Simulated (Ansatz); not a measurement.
One change: `C=C[Si](F)(F)F` becomes `[CH3][Zn][S][Si](F)(F)F`.

Ansatz, PBE0-D4/def2-TZVP geometries, multiplicity 1. Each molecule was computed in one conformer, which needn't be the lowest.

Scalar relativity is left out up to krypton.

```csv
property,`C=C[Si](F)(F)F`
HOMO energy (B3LYP/def2-TZVPP) / eV,-8.63
size of the dipole moment (ωB97M-V/def2-TZVPP) / D,2.56
LUMO energy (PBE0/def2-TZVPP) / eV,-1.19
HOMO energy (PBE/def2-TZVPP) / eV,-7.71
HOMO energy (PBE0/def2-TZVPP) / eV,-8.90
HOMO–LUMO gap (B3LYP/def2-TZVPP) / eV,7.22
```

Q: Give the same properties after the change, and the shifts. (An estimate is asked.)

A: Ansatz gave: 
| property | `[CH3][Zn][S][Si](F)(F)F` | shift |
| --- | --- | --- |
| HOMO energy (B3LYP/def2-TZVPP) / eV | -7.85 | 0.78 |
| size of the dipole moment (ωB97M-V/def2-TZVPP) / D | 2.93 | 0.37 |
| LUMO energy (PBE0/def2-TZVPP) / eV | -0.76 | 0.43 |
| HOMO energy (PBE/def2-TZVPP) / eV | -6.88 | 0.83 |
| HOMO energy (PBE0/def2-TZVPP) / eV | -8.14 | 0.76 |
| HOMO–LUMO gap (B3LYP/def2-TZVPP) / eV | 6.81 | -0.41 |

With PBE0 the HOMO rises by 0.76 eV and the LUMO rises by 0.43 eV, so the gap narrows by about 0.33 eV. PBE moves the HOMO by 0.83 eV and ωB97M-V by 0.84 eV. Dipoles are sizes alone; their direction can turn.

B3LYP here is the variant with VWN-RPA as its local correlation; programs differ in this.
